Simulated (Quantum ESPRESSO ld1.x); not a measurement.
The mean radii <r> (bohr) of the occupied orbitals of an atom or ion are listed with their occupations. All-electron calculation, scalar-relativistic Kohn-Sham, Wu-Cohen GGA, spin-unpolarised, spherical densities, point nucleus. Program: ld1.x of Quantum ESPRESSO 7.5.

| orbital | occ. | <r> |
|---|---|---|
| 1s | 2 | 0.03517 |
| 2s | 2 | 0.1537 |
| 2p | 6 | 0.1339 |
| 3s | 2 | 0.4287 |
| 3p | 6 | 0.4302 |
| 3d | 10 | 0.4143 |
| 4s | 2 | 1.075 |
| 4p | 5 | 1.173 |
| 4d | 2 | 1.456 |
| 4f | 1 | 2.679 |

Name the element and its charge.

Answer. Z = 42, molybdenum, charge +4: Mo4+ in [Ar] 3d10 4s2 4p5 4d2 4f1. The 1s radius gives Z: for a bare nucleus <r> = (2 gamma + 1)/(2Z) with gamma = sqrt(1 - (Z/c)^2), 0.03457 bohr for Z = 42, and screening makes it slightly larger (0.03517 here). The occupations add up to 38, and the charge is Z minus that.
